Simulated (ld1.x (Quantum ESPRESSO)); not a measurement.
## arsenic: one change to a PAW potential, before and after

As, PAW, made with ld1.x (Quantum ESPRESSO) 7.5 (PBEsol, scalar-relativistic). Core [Ar] 3d10, reference 4s2 4p3. Waves: 4s (bound): rcut 1.45, rcutus 1.90 bohr; 4s channel at 4.15 Ry: rcut 1.45, rcutus 1.90 bohr; 4p (bound): rcut 1.45, rcutus 1.55 bohr; 4p channel at 1.5 Ry: rcut 1.45, rcutus 1.55 bohr; 4d channel at 0.45 Ry: rcut 1.50, rcutus 1.70 bohr. Local part: all-electron potential smoothed inside 1.75 bohr (lloc = -1). Core correction: Bessel-smoothed model core inside 1.35 bohr. Augmentation charge: PSQ, inside the norm-conserving radii.

All-electron outer shells of the reference configuration (PBEsol, scalar-relativistic, ld1.x):

```json
{"shell": "3p", "level (eV)": "-133.47", "outermost node (bohr)": "0.22", "outermost maximum (bohr)": "0.52"}
{"shell": "3d", "level (eV)": "-40.64", "outermost node (bohr)": "–", "outermost maximum (bohr)": "0.47"}
{"shell": "4s", "level (eV)": "-14.50", "outermost node (bohr)": "0.73", "outermost maximum (bohr)": "1.61"}
{"shell": "4p", "level (eV)": "-5.20", "outermost node (bohr)": "0.78", "outermost maximum (bohr)": "1.97"}
```

Change: waves 4s (bound): rcut 1.45, rcutus 1.58 bohr; 4s channel at 4.15 Ry: rcut 1.45, rcutus 1.58 bohr.

Cutoffs: the cutoffs (Ry, on a coarse ladder) from which the occupation-weighted sum of valence levels, in a spherical-Bessel basis at the reference potential, stays within 10 and 1 mRy of its value at 400 Ry; they do not see the model core or the augmentation charge, which bear on the density cutoff. Errors are all-electron minus pseudo energies relative to the spin-unpolarised reference configuration.

**Question.** What does the change do?

**Answer.** The potential gets harder (15 Ry and 25 Ry → 18 Ry and 30 Ry); the errors of the 7 common tests hardly move; neither file shows a bound ghost. A smaller radius makes the pseudo-wave follow the all-electron one further in, where it bends more sharply, so more plane waves are needed.

```csv
quantity,base,changed
"cutoff, loose",15 Ry,18 Ry
"cutoff, tight",25 Ry,30 Ry
loose cutoff by channel (10 mRy a level),"s 6 Ry, p 6 Ry","s 12 Ry, p 6 Ry"
bound ghosts,none,none
"error for 4s2 4p2, meV [ΔE 9.16 eV]",-5.1,-5.1
"error for 4s2 4p1, meV [ΔE 27.10 eV]",-37,-37
"error for 4s2 4p0, meV [ΔE 54.82 eV]",-145,-145
"error for 4s2 4p3.3, meV [ΔE -1.23 eV]",+0.1,+0.1
"error for 4s2 4p2.5, meV [ΔE 3.56 eV]",-1.1,-1.2
"error for 4s1 4p3, meV [ΔE 19.27 eV]",-23,-23
"error for 4s0 4p5, meV [ΔE 19.07 eV]",-31,-31
lowest overlap eigenvalue by channel,"s 0.62, p 0.64, d 1.00","s 0.49, p 0.64, d 1.00"
```
